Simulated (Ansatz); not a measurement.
Molecule: SrCl2, charge 1, multiplicity 2. 
Coordinates optimised at B3LYP-D3(BJ)/def2-TZVP (Ansatz, a first-principles code):
```xyz
3

Sr    -0.3341    -0.8441    -0.5854
Cl     1.3492     1.1962    -0.2672
Cl    -0.6025     0.6906     1.5757
```
Charge +1, spin multiplicity 2.

Basis-set convergence of Hartree-Fock and MP2 correlation energies (hartree) with Ansatz. Cores are frozen in the correlated levels unless marked. UHF or UKS for open shells. No spin-orbit coupling. Frozen are the shells of the preceding noble gas and the d and f shells that filled before the atom's block. The outer core of K, Ca and their heavier congeners is not correlated, a term that matters for these elements. In def2 rows, elements after Kr have scalar-relativistic effective core potentials. The program attaches cautions to a run behind MP2/def2-SVPD: other roots.

```json
[
 {"basis": "def2-SVPD", "functions": "80", "E(HF)": "-948.94464", "E(corr, MP2)": "-0.29685"},
 {"basis": "def2-TZVPPD", "functions": "142", "E(HF)": "?", "E(corr, MP2)": "?"}
]
```

What belongs in the gaps?


- def2-TZVPPD, E(HF): -949.25126
- def2-TZVPPD, E(corr, MP2): -0.38704
